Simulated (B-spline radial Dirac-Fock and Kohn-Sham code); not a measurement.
# Dy 3p3/2: cross section and angular parameters

System: neutral dysprosium, configuration [Xe] 4f10 6s2; threshold 1676.0 eV (tabulated edge). Calculated with a B-spline atomic structure program, using Dirac-Hartree-Slater photoionisation with a Latter tail; cross sections with all multipoles, angular parameters from the dipole term and its interference with E2.

```tsv
hν (eV)	σ (kb)	β	γ	δ
2000	140	1.111	0.354	0.084
2530	?	?	?	?
2984.4	71.2	1.564	-0.005	0.009
3570	50.6	1.628	-0.046	0.008
4000	40.2	1.651	-0.025	0.009
5380	21.3	1.672	0.165	0.014
6150	15.7	1.667	0.300	0.017
6940	11.9	1.656	0.440	0.020
8047.8	8.31	1.637	0.635	0.025
10900	3.85	1.579	1.089	0.040
```

Task: Give the values at 2530 eV.

Result: σ = 95.7 kb, β = 1.458, γ = 0.123, δ = 0.018.
